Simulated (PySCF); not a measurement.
C₃H₇NSSi.
Atom-mapped SMILES: `[CH2:1]=[N:2]/[CH:3]=[CH:4]\[S:5][SiH3:6]` (hydrogens: H7, H8 on C1; H9 on C3; H10 on C4; H11, H12, H13 on Si6)

The calculation used PySCF 2.14.0, PBE0-D3(BJ)/def2-SVP geometry optimisation, gas phase.

Question: What internal coordinates does the optimisation give?

Answer: 
```tsv
bond	length (bohr)	order
C1=N2	2.403	double
N2–C3	2.603	single
C3=C4	2.550	double
C4–S5	3.282	single
S5–Si6	4.127	single
C1–H7	2.073	single
C1–H8	2.086	single
C3–H9	2.076	single
C4–H10	2.067	single
Si6–H11	2.847	single
Si6–H12, Si6–H13	2.814	single
```

Bonds in one row agree within 0.02 bohr and their mean is given. Orders are formal, as drawn. A selection of angles:
```tsv
angle	degrees
N2–C1–H7	119.1
N2–C1–H8	122.8
H7–C1–H8	118.1
C1–N2–C3	122.7
N2–C3–C4	118.8
N2–C3–H9	120.2
C4–C3–H9	121.0
C3–C4–S5	126.3
C3–C4–H10	119.9
S5–C4–H10	113.8
C4–S5–Si6	105.8
S5–Si6–H11	94.7
S5–Si6–H12	116.7
H11–Si6–H12	105.2
H12–Si6–H13	114.6
```

Torsions: C1–N2–C3–C4 180° (antiperiplanar); N2–C3–C4–S5 0° (synperiplanar); C3–C4–S5–Si6 -1° (synperiplanar).

Si6 and N2 aren't drawn bonded (4 bonds apart) but lie 2.56 Å from each other; Cordero's covalent radii sum to 1.82 Å. S5 (sulfur bonded to C and Si) is bent (angle 105.8°). The 6 heavy atoms lie in one plane (0.006 Å rms). The C–N distances run from 1.272 Å (C1=N2, drawn double) to 1.377 Å (N2–C3, drawn single), a spread of 0.105 Å. Si6 (SiH3 silicon) has angles from 94.7° to 116.7°. Of the pairs four or more bonds apart, those above aside, C1···Si6 is among the closest relative to their van der Waals radii: 3.49 Å, 92 % of the sum of Bondi's values.

Point group: Cs (every atom within 0.08 Å of its image). Whether it is a minimum is left open (no frequencies). The numbers are those of one conformer.
